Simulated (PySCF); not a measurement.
Working out the excitation energy of Cl⁺

Cl⁺ [Ne] 3s2 3p4 (3P) → Cl⁺ [Ne] 3s2 3p3 3d1 (5D). Calculation: PySCF 2.14, in aug-cc-pwCVDZ (6s5p3d, 36 functions); the non-relativistic Hamiltonian (point nucleus). Frozen: nothing. Energies in hartree (1 hartree = 27.21139 eV):

```csv
part,Cl⁺ (lower),Cl⁺ (upper)
UHF,-459.038793,-458.535670
CCSD correlation,-0.268468,-0.241557
(T),-0.002977,-0.002126
```

What does Hartree-Fock give?

(-458.535670) − (-459.038793) = 0.503123 hartree = 13.691 eV.

What do CCSD and CCSD(T) give?

The CCSD correlation energies differ by 0.026911 hartree = 0.732 eV and the triples by 0.000851 hartree = 0.023 eV, so CCSD gives 14.423 eV and CCSD(T) 14.446 eV.

Measured between the centres of the two terms (NIST): 13.633 eV, so CCSD(T) (all electrons) is off by 0.813 eV.

A double-zeta basis recovers only part of the correlation energy.

What remains against the reference includes basis incompleteness and higher excitations.
